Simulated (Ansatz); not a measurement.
## Worked example: C5H14InN → C2H7InN + C3H7

Species: C5H14InN `C[CH2][In]([NH2])[CH](C)C`, singlet; C2H7InN `C[CH2][In][NH2]`, doublet; C3H7 (methylethyl) `C[CH]C`, doublet. 

Shapes, held fixed at every level: PBE0-D4/def2-TZVP. Flexible molecules stand in one conformer, not always the lowest. Programs: Ansatz 0.2.0. Electronic energies: no zero-point or thermal term.

At CCSD(T)/def2-TZVPP; 1 Eh = 2625.50 kJ/mol:

```
 species  energy (Eh)
C5H14InN  -442.749822
 C2H7InN  -324.409540
    C3H7  -118.247806
```

Question: Work out ΔE of the reaction at this level.

Answer: 
1. Products less reactants: (-324.409540) + (-118.247806) − [(-442.749822)] = 0.092476 Eh = +242.8 kJ/mol.

Other levels give +117.4 (HF/def2-TZVPP) to +241.3 kJ/mol (wB97X-V/def2-TZVPP). No measured value is set beside it here. Open shells run unrestricted unless RO is named. For atoms past krypton def2 sets carry core potentials with scalar relativity. Correlated rows may include outer-core shells of In, which these sets cover unevenly.
